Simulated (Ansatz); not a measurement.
Steps of a relaxation of C3H6SSe (`[SeH]C1CCS1`) with RKS PBE-D4/def2-SVP.

```sh
$ ansatz run in.yaml --threads 4 --pin off --events-out ev --progress --plain --max-ram 10444MiB
```

```yaml
crystal:
  periodic: [false, false, false]
  atoms:
    - {symbol: Se, position_ang: [-0.134500, 2.315100, 0.428800]}
    - {symbol: C, position_ang: [-0.684200, 0.586700, -0.232700]}
    - {symbol: C, position_ang: [0.022800, -0.527400, 0.472600]}
    - {symbol: C, position_ang: [0.876900, -0.964600, -0.759600]}
    - {symbol: S, position_ang: [0.070500, 0.265200, -1.875500]}
    - {symbol: H, position_ang: [-0.897300, 2.112100, 1.750400]}
    - {symbol: H, position_ang: [-1.753700, 0.437100, -0.246900]}
    - {symbol: H, position_ang: [-0.602600, -1.295600, 0.848200]}
    - {symbol: H, position_ang: [0.749800, -0.149600, 1.320800]}
    - {symbol: H, position_ang: [0.527200, -2.003200, -1.045200]}
    - {symbol: H, position_ang: [1.890400, -0.832700, -0.640200]}
basis:
  gaussian: {orbitals: def2-SVP}
hamiltonian: {xc: pbe, dispersion: d4}
relax: {f_tol: 0.03, max_steps: 200}
```

Positions (Å) and forces (eV/Å) along the path, 12 of 15 steps:

```xyz
11
step=1 energy=-79360.3633 eV
Se   -0.135    2.315    0.429   -0.598    0.803    0.822
C    -0.684    0.587   -0.233   -0.098    0.413   -0.144
C     0.023   -0.527    0.473    3.546    0.885    0.579
C     0.877   -0.965   -0.760   -3.934   -1.659   -0.009
S     0.070    0.265   -1.875    0.110    0.137   -0.094
H    -0.897    2.112    1.750    0.435    0.258   -0.646
H    -1.754    0.437   -0.247   -1.043    0.360   -0.038
H    -0.603   -1.296    0.848   -1.050   -1.231    0.641
H     0.750   -0.150    1.321   -1.398   -0.615   -1.126
H     0.527   -2.003   -1.045    0.943    0.547   -0.083
H     1.890   -0.833   -0.640    3.087    0.103    0.098
11
step=3 energy=-79360.8744 eV
Se   -0.213    2.419    0.439    0.082    0.029    0.012
C    -0.682    0.597   -0.173   -0.098    0.047   -0.030
C     0.072   -0.582    0.479    0.094   -0.128   -0.090
C     0.868   -1.029   -0.775   -0.124    0.085    0.077
S     0.069    0.278   -1.828   -0.002   -0.052    0.027
H    -0.962    2.324    1.725   -0.055    0.014   -0.005
H    -1.787    0.516   -0.183    0.033   -0.009    0.030
H    -0.617   -1.363    0.860   -0.012    0.003   -0.031
H     0.719   -0.265    1.318    0.021    0.025    0.018
H     0.634   -2.050   -1.136    0.040    0.003   -0.002
H     1.966   -0.902   -0.706    0.020   -0.016   -0.005
11
step=6 energy=-79360.8850 eV
Se   -0.123    2.406    0.489   -0.092   -0.049    0.056
C    -0.658    0.600   -0.133    0.040   -0.014   -0.037
C     0.085   -0.614    0.478   -0.015    0.008    0.012
C     0.866   -1.032   -0.788    0.020    0.008   -0.016
S     0.023    0.262   -1.817   -0.013    0.007    0.051
H    -1.104    2.432    1.618    0.083    0.030   -0.060
H    -1.763    0.554   -0.093   -0.011   -0.001    0.000
H    -0.622   -1.395    0.824    0.002    0.006   -0.017
H     0.732   -0.336    1.334   -0.001   -0.008   -0.004
H     0.666   -2.059   -1.152   -0.005    0.008    0.007
H     1.963   -0.876   -0.738   -0.008    0.005    0.006
11
step=7 energy=-79360.8868 eV
Se   -0.125    2.402    0.471   -0.007   -0.021   -0.005
C    -0.668    0.593   -0.135    0.008    0.012    0.011
C     0.078   -0.618    0.477    0.004    0.002    0.005
C     0.870   -1.026   -0.786    0.006    0.002    0.014
S     0.017    0.260   -1.815   -0.019   -0.006   -0.006
H    -1.067    2.446    1.627    0.009    0.000   -0.003
H    -1.773    0.545   -0.091    0.004    0.007   -0.007
H    -0.629   -1.404    0.811   -0.001   -0.005   -0.011
H     0.716   -0.343    1.340   -0.004   -0.002    0.002
H     0.682   -2.055   -1.149    0.002    0.006   -0.004
H     1.964   -0.857   -0.730   -0.003    0.006    0.004
11
step=8 energy=-79360.8884 eV
Se   -0.117    2.396    0.451    0.053    0.008   -0.051
C    -0.678    0.588   -0.137   -0.038    0.004    0.044
C     0.067   -0.623    0.476    0.027    0.003   -0.009
C     0.875   -1.016   -0.782   -0.004   -0.020    0.032
S    -0.006    0.244   -1.819   -0.010   -0.009   -0.034
H    -1.020    2.451    1.634   -0.034   -0.015    0.038
H    -1.783    0.547   -0.084    0.014    0.008   -0.008
H    -0.643   -1.416    0.790   -0.001    0.000   -0.013
H     0.692   -0.356    1.351   -0.008   -0.003    0.005
H     0.715   -2.052   -1.141    0.013    0.016   -0.006
H     1.964   -0.819   -0.720   -0.013    0.007    0.001
11
step=9 energy=-79360.8914 eV
Se   -0.068    2.369    0.368    0.026    0.042    0.035
C    -0.720    0.567   -0.144   -0.173   -0.045    0.134
C     0.017   -0.646    0.472    0.106   -0.034    0.004
C     0.896   -0.975   -0.763    0.077   -0.156    0.038
S    -0.113    0.167   -1.835    0.109   -0.090   -0.008
H    -0.826    2.464    1.656    0.020   -0.059   -0.077
H    -1.825    0.561   -0.046    0.096    0.020   -0.021
H    -0.702   -1.467    0.695    0.102    0.115   -0.044
H     0.584   -0.411    1.400   -0.075   -0.045   -0.089
H     0.861   -2.040   -1.101    0.043    0.318    0.068
H     1.962   -0.646   -0.681   -0.331   -0.065   -0.039
11
step=10 energy=-79360.8958 eV
Se   -0.070    2.372    0.378   -0.007    0.020    0.040
C    -0.715    0.571   -0.143   -0.071   -0.014    0.068
C     0.024   -0.640    0.474    0.079   -0.028   -0.025
C     0.891   -0.981   -0.763    0.026   -0.076    0.039
S    -0.096    0.175   -1.834    0.032   -0.054   -0.020
H    -0.852    2.444    1.651    0.026   -0.018   -0.048
H    -1.820    0.562   -0.054    0.043    0.016   -0.010
H    -0.692   -1.456    0.712    0.044    0.052   -0.031
H     0.598   -0.400    1.393   -0.044   -0.024   -0.040
H     0.842   -2.038   -1.105    0.028    0.151    0.037
H     1.956   -0.667   -0.687   -0.156   -0.026   -0.010
11
step=11 energy=-79360.9020 eV
Se   -0.027    2.353    0.351    0.004   -0.005   -0.015
C    -0.727    0.561   -0.138   -0.025    0.012   -0.037
C     0.005   -0.655    0.472    0.034    0.016    0.013
C     0.893   -0.962   -0.752   -0.029   -0.003    0.000
S    -0.150    0.126   -1.839    0.000    0.004    0.047
H    -0.786    2.448    1.632    0.013   -0.004    0.008
H    -1.827    0.584   -0.026    0.003   -0.006    0.003
H    -0.716   -1.477    0.659    0.003    0.003    0.002
H     0.554   -0.443    1.412   -0.034   -0.016   -0.011
H     0.918   -2.018   -1.081    0.016   -0.011   -0.005
H     1.928   -0.575   -0.671    0.015    0.010   -0.005
11
step=12 energy=-79360.9025 eV
Se    0.014    2.329    0.279   -0.137   -0.084    0.156
C    -0.762    0.545   -0.141    0.056    0.026   -0.080
C    -0.031   -0.669    0.470    0.009   -0.020    0.076
C     0.901   -0.927   -0.730    0.077   -0.021   -0.045
S    -0.218    0.065   -1.843    0.043   -0.035    0.054
H    -0.623    2.417    1.635    0.087    0.024   -0.120
H    -1.859    0.595   -0.003    0.024    0.009   -0.003
H    -0.753   -1.506    0.590    0.059    0.046    0.006
H     0.469   -0.484    1.446   -0.040   -0.020   -0.069
H     1.030   -1.985   -1.044   -0.020    0.151    0.041
H     1.897   -0.437   -0.639   -0.158   -0.077   -0.016
11
step=13 energy=-79360.9040 eV
Se   -0.009    2.329    0.299    0.048    0.036   -0.079
C    -0.760    0.544   -0.152   -0.004    0.014    0.031
C    -0.026   -0.663    0.469   -0.034   -0.037    0.015
C     0.898   -0.934   -0.732    0.063    0.013   -0.038
S    -0.202    0.068   -1.851    0.003    0.033    0.102
H    -0.625    2.427    1.656   -0.023   -0.058   -0.013
H    -1.858    0.588   -0.022   -0.001   -0.017   -0.009
H    -0.743   -1.499    0.606    0.011    0.008    0.006
H     0.479   -0.466    1.438   -0.009   -0.002   -0.028
H     1.013   -1.991   -1.045   -0.010    0.038    0.015
H     1.898   -0.460   -0.645   -0.043   -0.026   -0.001
11
step=14 energy=-79360.9056 eV
Se   -0.006    2.329    0.289    0.012    0.032    0.019
C    -0.759    0.547   -0.148   -0.022   -0.026   -0.010
C    -0.027   -0.663    0.471    0.002    0.011   -0.001
C     0.898   -0.930   -0.732    0.002   -0.006    0.004
S    -0.202    0.073   -1.845   -0.002    0.002    0.006
H    -0.624    2.409    1.646    0.007   -0.002   -0.015
H    -1.857    0.589   -0.019   -0.003   -0.008   -0.003
H    -0.744   -1.499    0.607   -0.001    0.000    0.001
H     0.478   -0.466    1.438    0.002   -0.006    0.001
H     1.012   -1.986   -1.044   -0.002    0.005   -0.003
H     1.897   -0.459   -0.642    0.004   -0.001    0.002
11
step=15 energy=-79360.9057 eV
Se   -0.006    2.331    0.288   -0.004   -0.009   -0.011
C    -0.761    0.546   -0.148    0.001    0.001   -0.005
C    -0.027   -0.663    0.471   -0.002    0.000    0.002
C     0.898   -0.930   -0.731   -0.003    0.002   -0.002
S    -0.201    0.074   -1.845    0.000   -0.002    0.002
H    -0.620    2.411    1.646   -0.005    0.000    0.012
H    -1.860    0.586   -0.021    0.013    0.006    0.002
H    -0.744   -1.499    0.607   -0.001   -0.001    0.000
H     0.478   -0.467    1.439   -0.001    0.001   -0.001
H     1.011   -1.985   -1.046   -0.001    0.001    0.001
H     1.898   -0.460   -0.640    0.001    0.001   -0.001
```

Run time 12 s (4 threads of an Intel Xeon 6975P-C on a shared host); peak host memory 0.19 GiB.
